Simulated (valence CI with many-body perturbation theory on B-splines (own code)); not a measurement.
# E1 transitions of Lu37+

Method: relativistic CI+MBPT: six valence electrons over a frozen Dirac-Fock core [Ar] 3d10, a basis of 9 s, 9 p, 8 d, 6 f, 3 g, 1 h functions for each j, with the one-electron correlation potential Σ1 (screened to all orders), the two-electron term Σ2, the three-electron term Σ3, Breit, model QED; selected single and double excitations, second order for the rest, scaled by the run's own slope (own B-spline code, finite nucleus).

The last digits are not significant, and no measured levels were compared; by estimate large intervals hold to a few tenths of a per cent, small ones and those within an open d or f shell to about a per cent. Among the levels kept, up to 630 cm⁻¹ of a level comes from second order outside the variational space, and about a tenth of that is noise between levels of different J, which matters for small intervals.

Lines 1 to 50 of 90 in falling wavelength, among levels below 2108000 cm⁻¹, chosen from the strongest by gf and those to the six lowest levels. Wavelengths and rates use the calculated energies. Electric multipoles are in the length gauge, E1 and E2 with the static RPA response of the core. Weak lines are less certain than strong ones. Lines between different terms over intervals too small for the method are left out, as are lines whose strength nearly cancels. The highest levels of a list are the least certain.

Levels are named by their leading jj configuration (3d3/2^4 stands for four electrons in 3d with j = 3/2), which in mixed levels can hold well under half, so a name can repeat and another be missing. Letters in brackets count levels of one name in rising energy.

```
λ vac (Å)                               Upper                           Lower   A (s⁻¹)  S (a.u.)
     1305                  (4s^2 4p3/2^4) J=0  (4s^2 4p1/2^2 4p3/2 4d3/2) J=1  3.92e+04  4.30e-05
    653.4      (4s^2 4p1/2^2 4p3/2 4d5/2) J=1              (4s^2 4p3/2^4) J=0  8.41e+05  3.47e-04
    427.3            (4s 4p1/2^2 4p3/2^3) J=1              (4s^2 4p3/2^4) J=0  5.63e+06  6.51e-04
    215.1  (4s^2 4p1/2 4p3/2^2 4d3/2) J=1 [a]              (4s^2 4p3/2^4) J=0  4.51e+07  6.65e-04
    190.8      (4s^2 4p1/2^2 4p3/2 4d3/2) J=2        (4s^2 4p1/2 4p3/2^3) J=2  8.91e+07  1.53e-03
    184.9      (4s^2 4p1/2^2 4p3/2 4d3/2) J=1        (4s^2 4p1/2 4p3/2^3) J=2  4.65e+08  4.35e-03
    180.8      (4s^2 4p1/2^2 4p3/2 4d3/2) J=3        (4s^2 4p1/2 4p3/2^3) J=2  5.79e+06  1.18e-04
    179.0      (4s^2 4p1/2^2 4p3/2 4d3/2) J=2        (4s^2 4p1/2 4p3/2^3) J=1  6.85e+07  9.71e-04
    173.8      (4s^2 4p1/2^2 4p3/2 4d3/2) J=1        (4s^2 4p1/2 4p3/2^3) J=1  7.13e+07  5.55e-04
    171.9      (4s^2 4p1/2^2 4p3/2 4d3/2) J=0        (4s^2 4p1/2 4p3/2^3) J=1  5.26e+07  1.32e-04
    163.1  (4s^2 4p1/2 4p3/2^2 4d5/2) J=1 [a]              (4s^2 4p3/2^4) J=0  1.11e+09  7.10e-03
    157.3      (4s^2 4p1/2^2 4p3/2 4d5/2) J=2        (4s^2 4p1/2 4p3/2^3) J=2  2.05e+09  1.97e-02
    155.6  (4s^2 4p1/2 4p3/2^2 4d3/2) J=1 [b]              (4s^2 4p3/2^4) J=0  4.58e+08  2.55e-03
    149.3      (4s^2 4p1/2^2 4p3/2 4d5/2) J=2        (4s^2 4p1/2 4p3/2^3) J=1  2.59e+09  2.13e-02
    142.1  (4s^2 4p1/2 4p3/2^2 4d3/2) J=1 [c]              (4s^2 4p3/2^4) J=0  2.18e+08  9.27e-04
    130.6      (4s^2 4p1/2^2 4p3/2 4d5/2) J=3        (4s^2 4p1/2 4p3/2^3) J=2  2.22e+04  1.71e-07
    129.8      (4s^2 4p1/2^2 4p3/2 4d5/2) J=1        (4s^2 4p1/2 4p3/2^3) J=2  6.27e+09  2.03e-02
    128.6  (4s^2 4p1/2 4p3/2^2 4d5/2) J=1 [b]              (4s^2 4p3/2^4) J=0  9.03e+08  2.84e-03
    128.3            (4s 4p1/2^2 4p3/2^3) J=2        (4s^2 4p1/2 4p3/2^3) J=2  6.26e+09  3.26e-02
    124.2      (4s^2 4p1/2^2 4p3/2 4d5/2) J=1        (4s^2 4p1/2 4p3/2^3) J=1  1.55e+09  4.39e-03
    122.9            (4s 4p1/2^2 4p3/2^3) J=2        (4s^2 4p1/2 4p3/2^3) J=1  8.66e+09  3.97e-02
    117.4            (4s 4p1/2^2 4p3/2^3) J=1        (4s^2 4p1/2 4p3/2^3) J=2  1.73e+10  4.14e-02
    115.8              (4s 4p1/2 4p3/2^4) J=1              (4s^2 4p3/2^4) J=0  1.33e+10  3.05e-02
    112.9            (4s 4p1/2^2 4p3/2^3) J=1        (4s^2 4p1/2 4p3/2^3) J=1  5.64e+09  1.20e-02
    92.39  (4s^2 4p1/2 4p3/2^2 4d3/2) J=1 [a]        (4s^2 4p1/2 4p3/2^3) J=2  3.01e+09  3.51e-03
    92.20  (4s^2 4p1/2 4p3/2^2 4d3/2) J=2 [a]        (4s^2 4p1/2 4p3/2^3) J=2  1.45e+09  2.81e-03
    90.98      (4s^2 4p1/2^2 4p3/2 4d3/2) J=1      (4s^2 4p1/2^2 4p3/2^2) J=0  1.54e+09  1.72e-03
    89.95  (4s^2 4p1/2 4p3/2^2 4d3/2) J=3 [a]        (4s^2 4p1/2 4p3/2^3) J=2  7.74e+08  1.95e-03
    89.62      (4s^2 4p1/2 4p3/2^2 4d3/2) J=0        (4s^2 4p1/2 4p3/2^3) J=1  4.82e+09  1.71e-03
    89.56  (4s^2 4p1/2 4p3/2^2 4d3/2) J=1 [a]        (4s^2 4p1/2 4p3/2^3) J=1  1.15e+09  1.22e-03
    89.37  (4s^2 4p1/2 4p3/2^2 4d3/2) J=2 [a]        (4s^2 4p1/2 4p3/2^3) J=1  3.07e+07  5.41e-05
    87.04      (4s^2 4p1/2^2 4p3/2 4d3/2) J=2      (4s^2 4p1/2^2 4p3/2^2) J=2  5.35e+09  8.71e-03
    85.79      (4s^2 4p1/2^2 4p3/2 4d3/2) J=1      (4s^2 4p1/2^2 4p3/2^2) J=2  5.03e+09  4.70e-03
    84.90      (4s^2 4p1/2^2 4p3/2 4d3/2) J=3      (4s^2 4p1/2^2 4p3/2^2) J=2  1.24e+07  2.63e-05
    84.37  (4s^2 4p1/2 4p3/2^2 4d3/2) J=2 [b]        (4s^2 4p1/2 4p3/2^3) J=2  8.06e+08  1.19e-03
    82.64  (4s^2 4p1/2 4p3/2^2 4d5/2) J=3 [a]        (4s^2 4p1/2 4p3/2^3) J=2  3.90e+08  7.61e-04
    82.00  (4s^2 4p1/2 4p3/2^2 4d3/2) J=2 [b]        (4s^2 4p1/2 4p3/2^3) J=1  6.75e+07  9.19e-05
    81.25  (4s^2 4p1/2 4p3/2^2 4d5/2) J=1 [a]        (4s^2 4p1/2 4p3/2^3) J=2  2.42e+08  1.92e-04
    79.68      (4s^2 4p1/2 4p3/2^2 4d5/2) J=0        (4s^2 4p1/2 4p3/2^3) J=1  4.83e+09  1.21e-03
    79.46  (4s^2 4p1/2 4p3/2^2 4d3/2) J=2 [c]        (4s^2 4p1/2 4p3/2^3) J=2  2.12e+09  2.62e-03
    79.35  (4s^2 4p1/2 4p3/2^2 4d3/2) J=1 [b]        (4s^2 4p1/2 4p3/2^3) J=2  2.75e+08  2.03e-04
    79.34      (4s^2 4p1/2^2 4p3/2 4d5/2) J=2      (4s^2 4p1/2^2 4p3/2^2) J=2  1.96e+08  2.42e-04
    79.22  (4s^2 4p1/2 4p3/2^2 4d3/2) J=3 [b]        (4s^2 4p1/2 4p3/2^3) J=2  1.71e+09  2.93e-03
    79.04  (4s^2 4p1/2 4p3/2^2 4d5/2) J=1 [a]        (4s^2 4p1/2 4p3/2^3) J=1  9.87e+08  7.22e-04
    77.35  (4s^2 4p1/2 4p3/2^2 4d3/2) J=2 [c]        (4s^2 4p1/2 4p3/2^3) J=1  7.57e+09  8.64e-03
    77.25  (4s^2 4p1/2 4p3/2^2 4d3/2) J=1 [b]        (4s^2 4p1/2 4p3/2^3) J=1  1.27e+09  8.65e-04
    75.67  (4s^2 4p1/2 4p3/2^2 4d3/2) J=1 [c]        (4s^2 4p1/2 4p3/2^3) J=2  4.17e+09  2.67e-03
    75.25      (4s^2 4p1/2^2 4p3/2 4d5/2) J=1      (4s^2 4p1/2^2 4p3/2^2) J=0  3.12e+10  1.97e-02
    75.14  (4s^2 4p1/2 4p3/2^2 4d5/2) J=2 [a]        (4s^2 4p1/2 4p3/2^3) J=2  1.57e+09  1.64e-03
    73.76  (4s^2 4p1/2 4p3/2^2 4d3/2) J=1 [c]        (4s^2 4p1/2 4p3/2^3) J=1  3.01e+10  1.79e-02
```
